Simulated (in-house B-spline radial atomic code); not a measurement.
Neutral manganese is squeezed into an impenetrable sphere of radius R (the orbitals vanish at R). No spin polarisation. Caution: exact exchange at fractional occupations of open shells leaves self-interaction of up to several eV. Method: non-relativistic B3LYP, spherical fractional occupations, point nucleus. Calculated with a B-spline radial code for spherical atoms.

Energies in eV above the free atom in [Ar] 3d5 4s2:

```tsv
R (bohr)	highest level (eV)	[Ar] 3d5 4s2	[Ne] 3s2 3p5 3d5 4s2 4d1	[Ar] 3d4 4s2 4f1	-dE/dV in [Ar] 3d5 4s2 (GPa)
9.82	-5.65	0.01326	64.47	16	0.0139
6.86	-5.15	0.3978	67.06	20.73	0.822
5.41	-3.72	2.062	71.8	27.3	6.97
4.51	-1.1	5.932	79.81	36.71	30.3
3.32	10.5	27.43	115.3	72.84	299
3.08	15.9	38.68	132.2	89.02	514
2.58	36.2	84.54	196.9	149.2	1840
2.08	85.4	211.3	361.8	299.4	8520
1.72	169	462	667.2	578.5	31700
1.55	241	699.7	946.2	836	64100
```

(1) Does [Ne] 3s2 3p5 3d5 4s2 4d1 fall below [Ar] 3d5 4s2 under compression?

(2) Does [Ar] 3d4 4s2 4f1 fall below [Ar] 3d5 4s2 under compression?

The highest level is first positive in the row R = 3.32 bohr, pushed up by confinement above the zero of the free ion's potential. Each configuration is held fixed and needn't be the lowest in the sphere.

Results:

(1) No, it stays above over the whole range.

(2) No, it stays above over the whole range.
